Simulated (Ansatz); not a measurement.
Caution, from a PySCF single point (PBE0-D3(BJ)/def2-TZVPD) at this geometry: the highest occupied level lies above zero, so the state may not be bound. This triplet is an excited state, 0.90 eV above the relaxed singlet at the level frozen-core CCSD(T)/aug-cc-pVDZ // PBE0-D3(BJ)/def2-TZVPD (Ansatz, a program for electronic structure).

A geometry relaxed with Ansatz with PBE0-D3(BJ)/def2-TZVPD, charge -1, multiplicity 3:

```xyz
9

H      1.9029    -0.7221    -0.4516
H     -1.8537     0.5506    -0.7772
H      2.5432     0.4375     0.7190
C     -1.6983    -0.2235    -0.0150
Al    -0.0429     0.1516     1.0901
H     -2.5957    -0.2509     0.6127
H      1.6735     1.0189    -0.7060
C      1.6967     0.2290     0.0556
H     -1.6257    -1.1912    -0.5275
```

**Question.** Write the SMILES of this molecule.

**Answer.** `[CH3][Al-][CH3]`
